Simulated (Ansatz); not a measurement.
Gas-phase electronic energies from Ansatz, PBE0-D4/def2-TZVP geometries. CCSD(T)/CBS adds triple-zeta CCSD(T) − MP2 to the extrapolated MP2 energy (def2 sets, frozen cores). Functionals use def2-TZVPP. B3LYP here is the variant with VWN-RPA as its local correlation; programs differ in this. For Ge outer-core shells are correlated without core-valence functions, which leaves a few kJ/mol of doubt a bond. Scalar relativity is left out up to krypton. Each species was taken in one conformer, which may not be the lowest.

Reaction (redistribution): `[NH2][Al]([F])[Cl]` + `[SiH3][N]([SiH3])[GeH3]` → `[F][Al]([Cl])[GeH3]` + `NN([SiH3])[SiH3]`

```
        level  ΔE (eV)
     B3LYP-D4     2.53
 CAM-B3LYP-D4     2.58
         BLYP     2.33
HF/def2-TZVPP     2.77
```

What does CCSD(T)/CBS give? (An estimate is asked.)

The calculation gave: +2.70 eV. The listed levels differ from it by -0.17, -0.12, -0.37, 0.07 eV.

Largest T1 diagnostic among the species: 0.012.

The D4 term adds +0.08 eV with B3LYP and +0.04 eV with PBE0; it sums over pairs of atoms, weighted by their polarisabilities, and B3LYP, whose exchange is more repulsive, gets the larger term. From PBE to PBE0 (25 % exact exchange), in def2-TZVPP and without D4, ΔE moves by +0.15 eV.
